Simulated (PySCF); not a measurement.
**Heteronuclear NMR**

Numbering as in the mapped SMILES `[CH2:1]=[C:2]1[O:3][SiH2:4][CH:5]=[CH:6][C@H:7]1[OH:8]`. Each H is labelled by its parent atom. Ha(C1) is cis to O3; Ha(Si4) is cis to O8 on the ring; Hb(C1) is trans to O3; Hb(Si4) is trans to O8 on the ring.

Theoretical values (PySCF 2.14): shieldings: GIAO PBE0/pcSseg-1, structure optimised with GFN2-xTB. No solvent, one computed conformer, relativity neglected.

**Question.** What are the 29Si shifts?

**Answer.** 
```tsv
atoms	environment	σ (ppm)	δ (ppm)
Si4	silicon bonded to C, O, 2 H, in a 6-membered ring	381.4	-33.5
```

Shieldings were converted by a linear fit to measured shifts: 29Si: δ = 279.94 − 0.822σ (rms 8.9 ppm, 72 shifts, 25.8 ppm with the 6 outliers that the fit left out vs TMS, solution or neat liquid). Occasional misses reach two or three times the rms, and more in compound classes unlike the fitted ones.

On a 300 MHz spectrometer 29Si resonates near 59.6 MHz, so 1 ppm is 59.6 Hz.

**Question.** Predict the 17O NMR data.

**Answer.** 
```
atoms                                   environment  σ (ppm)  δ (ppm)
   O3  oxygen bonded to C, Si, in a 6-membered ring    242.5     45.8
   O8                                alcohol oxygen    275.0     16.2
```

Shieldings were converted by a linear fit to measured shifts: 17O (scatter 10.7 ppm rms, 12.2 ppm with the 3 outliers that the fit left out vs liquid water, solution or neat liquid). Occasional misses reach two or three times the rms, and more in compound classes unlike the fitted ones.

On a 300 MHz spectrometer 17O resonates near 40.7 MHz, so 1 ppm is 40.7 Hz.
